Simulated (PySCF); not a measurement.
## First hyperpolarisability: `OC=C1C=CC=C1`, C6H6O

Geometry (Å), atoms numbered from 1 in this order:
```xyz
13

O     2.2420   -0.6616   -0.0199
C     1.4451    0.3963    0.1391
C     0.0950    0.3054    0.1602
C    -0.7276   -0.8883    0.0246
C    -2.0291   -0.4944    0.1091
C    -2.0822    0.9505    0.3003
C    -0.8111    1.4368    0.3319
H     3.1645   -0.3891   -0.0074
H     1.9337    1.3720    0.2548
H    -0.3456   -1.8976   -0.1181
H    -2.9013   -1.1467    0.0452
H    -2.9974    1.5350    0.4006
H    -0.5026    2.4744    0.4607
```

Level of theory: quadratic response CAM-B3LYP/def2-TZVPD first hyperpolarisability, Taylor convention, gas phase (PySCF 2.14.0). Geometry: PBE0-D3(BJ)/def2-SVP.

(1) What is the first hyperpolarisability, and how does it disperse?

(2) Which lowest excitations, dipole and polarisabilities go with it?

Results:

(1) In au, Taylor convention; the vector part is βᵢ = ⅓ Σⱼ (βᵢⱼⱼ + βⱼᵢⱼ + βⱼⱼᵢ); β∥ is 3/5 of the vector part along the dipole, the dipole points from − to +:
| process | λ (nm) | β vector norm | β∥ | β HRS | depolarisation ratio |
| --- | --- | --- | --- | --- | --- |
| static β(0;0,0) | ∞ | 312.4 | 135.7 | 119.3 | 6.97 |
| second harmonic β(−2ω;ω,ω) | 1907 | 335.0 | 147.7 | 128.3 | 6.58 |
| Pockels β(−ω;ω,0) | 1907 | 319.6 | 139.5 | – | – |
| second harmonic β(−2ω;ω,ω) | 1064 | 397.0 | 181.5 | 154.0 | 5.51 |
| Pockels β(−ω;ω,0) | 1064 | 336.7 | 148.6 | – | – |

(2) S1 3.66 eV (f = 0.014); S2 4.95 eV (f = 0.463); S3 5.35 eV (f = 0.000); dipole 3.22 D; isotropic α 81.5 au static, 81.9 au at 1907 nm, 83.0 au at 1064 nm, 83.4 au at 953.5 nm, 88.6 au at 532 nm.
